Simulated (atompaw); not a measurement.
cerium (Ce): variants of one PAW (atompaw) potential

Base potential:

Ce (Z = 58), PAW, made with atompaw 4.2.0.5 (PBE, scalar-relativistic). Core [Xe], reference 4f1 5d1 6s1 6p0 (charge +1). Waves: 6s (bound): rc 3.00 bohr; 6s channel at 1.1 Ry: rc 3.00 bohr; 6p (bound, empty): rc 3.00 bohr; 6p channel at 1.05 Ry: rc 3.00 bohr; 5d (bound): rc 3.00 bohr; 5d channel at 3.8 Ry: rc 2.25 bohr; 4f (bound): rc 1.65 bohr; 4f channel at 4.45 Ry: rc 1.65 bohr. Local part: bessel scheme, radius 2.70 bohr. Core correction: smooth core density matched at 2.55 bohr. Augmentation charge: sinc compensation charge, radius 2.90 bohr; PAW radius 3.00 bohr; waves and projectors: custom polynom2 7 10 vanderbiltortho.

All-electron outer shells of the reference configuration (PBE, scalar-relativistic, ld1.x):

```tsv
shell	level (eV)	outermost node (bohr)	outermost maximum (bohr)
5s	-46.49	0.75	1.37
5p	-29.11	0.81	1.55
4f	-11.28	–	0.71
5d	-8.56	0.92	2.12
6s	-8.49	1.81	3.54
6p	-5.46	2.12	4.38
```

Cutoffs, loose and tight: the cutoffs (Ry, on a coarse ladder) from which the occupation-weighted sum of valence levels, in a spherical-Bessel basis at the reference potential, stays within 10 and 1 mRy of its value at 400 Ry. They see the waves, projectors and local potential, not the compensation charge or the core. A dash means not determined.

A true bound ghost makes a file unfit for plane-wave use even where its test errors are small: the radial tests pick states by their node count and pass the ghost by.

```csv
change,outcome,"cutoff, loose","cutoff, tight",bound ghosts
base,generated,55 Ry,260 Ry,"p, s"
"local potential bessel scheme, radius 1.54 bohr",generated,50 Ry,260 Ry,"s, p, d"
"local potential bessel scheme, radius 1.78 bohr",generated,50 Ry,260 Ry,"s, p, d"
"local potential bessel scheme, radius 1.92 bohr",generated,70 Ry,260 Ry,"s, p, d"
"local potential bessel scheme, radius 2.24 bohr",generated,70 Ry,260 Ry,"p, s"
"local potential bessel scheme, radius 2.42 bohr",generated,70 Ry,260 Ry,"p, s"
"local potential bessel scheme, radius 2.72 bohr",generated,50 Ry,260 Ry,"p, s"
"local potential bessel scheme, radius 2.86 bohr",generated,50 Ry,260 Ry,"p, s"
```

(1) What comes out with this change to the base: local potential bessel scheme, radius 1.26 bohr?

## Answers

(1) outcome: generated; cutoff, loose: 45 Ry; cutoff, tight: 260 Ry; bound ghosts: s, p, d.

Reading the sweep of the r_vloc (base included, trends over the rows without a ghost): Bound ghosts are found at 1.26, 1.54, 1.78, 1.92, 2.24, 2.42, 2.7, 2.72, 2.86 bohr. Every judged row has one, so this setting neither creates nor removes them.
